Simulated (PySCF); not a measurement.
## The As–F bond energy of AsF₃

Level of theory: PBE0 in PySCF with As def2-TZVP, F def2-TZVP; no relativity; density-fitted integrals.

Each entry is the lowest minimum that a search over a few typed start shapes (and spin states, where more than one is plausible) found, or that minimum re-optimised at the stated level; isomers with ligand–ligand bonds, or fragments after loss of a ligand pair, can lie lower.

Total energies (Eh), which compare only within these settings: F atom -99.67618.

```csv
species,2S+1,group,E (Eh),ZPE (kJ/mol)
AsF₂,2,C2v,-2435.21329,10.0
AsF₃,1,C3v,-2535.07144,18.0
```

(1) What are De and D0 for AsF₃ → AsF₂ + F?

Answers

(1) De = [(-2435.21329) + (-99.67618) − (-2535.07144)] × 2625.5 = 478 kJ/mol. The zero-point energy changes by -7.9 kJ/mol, so D0 = 470 kJ/mol.

Atoms and open shells are unrestricted, without spin–orbit or basis-set superposition corrections.
